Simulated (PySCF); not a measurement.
Ligand exchange on a metal centre used in film growth or etching (W Cl-OH). Gas-phase values, no solvent. One relaxed conformer stands for each flexible species; it need not be the lowest.

These are PBE-D3(BJ)/def2-TZVP // BP86-D3(BJ)/def2-SVP run with PySCF 2.14.0 values and carry that method's errors. All candidates: neutral, multiplicity 1. 

* **HOMO**: -7.13 eV
* **LUMO**: -5.19 eV
* **HOMO–LUMO gap**: 1.94 eV

**Question.** Which member has these values?
A) [W(OH)6]
B) [W(Cl)4(OH)2]
C) [W(Cl)(OH)5]
D) [W(Cl)6]

**Answer.** B, [W(Cl)4(OH)2]. The others give [W(OH)6]: -7.13 eV, -3.47 eV, 3.65 eV; [W(Cl)(OH)5]: -6.86 eV, -3.70 eV, 3.16 eV; [W(Cl)6]: -7.85 eV, -5.76 eV, 2.10 eV
